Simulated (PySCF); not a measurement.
Si(Me)(Cl)3 (CH3Cl3Si), SMILES C[Si](Cl)(Cl)Cl.

The structure is a stationary point at B3LYP-D3(BJ)/def2-SVP. The isomer is the one that the SMILES or the coordinates give; other isomers of the formula were not compared.

Level of theory: CAM-B3LYP/def2-TZVP run with PySCF.

Symmetry labels are those of the subgroup Cs that the program uses (full group C3v).

### Question
List the valence orbital energies around the gap with their symmetry. (Estimate from the structure and the level; the computed values follow.)

### Answer

```json
[
 {"orbital": "HOMO−7", "symmetry": "A'", "energy (eV)": "-12.93"},
 {"orbital": "HOMO−6", "symmetry": "A'", "energy (eV)": "-12.88"},
 {"orbital": "HOMO−5", "symmetry": "A\"", "energy (eV)": "-11.51"},
 {"orbital": "HOMO−4", "symmetry": "A'", "energy (eV)": "-11.51"},
 {"orbital": "HOMO−3", "symmetry": "A'", "energy (eV)": "-10.85"},
 {"orbital": "HOMO−2", "symmetry": "A\"", "energy (eV)": "-10.85"},
 {"orbital": "HOMO−1", "symmetry": "A'", "energy (eV)": "-10.73"},
 {"orbital": "HOMO", "symmetry": "A\"", "energy (eV)": "-10.53"},
 {"orbital": "LUMO", "symmetry": "A'", "energy (eV)": "1.05"},
 {"orbital": "LUMO+1", "symmetry": "A'", "energy (eV)": "1.96"},
 {"orbital": "LUMO+2", "symmetry": "A\"", "energy (eV)": "2.00"},
 {"orbital": "LUMO+3", "symmetry": "A'", "energy (eV)": "2.00"}
]
```
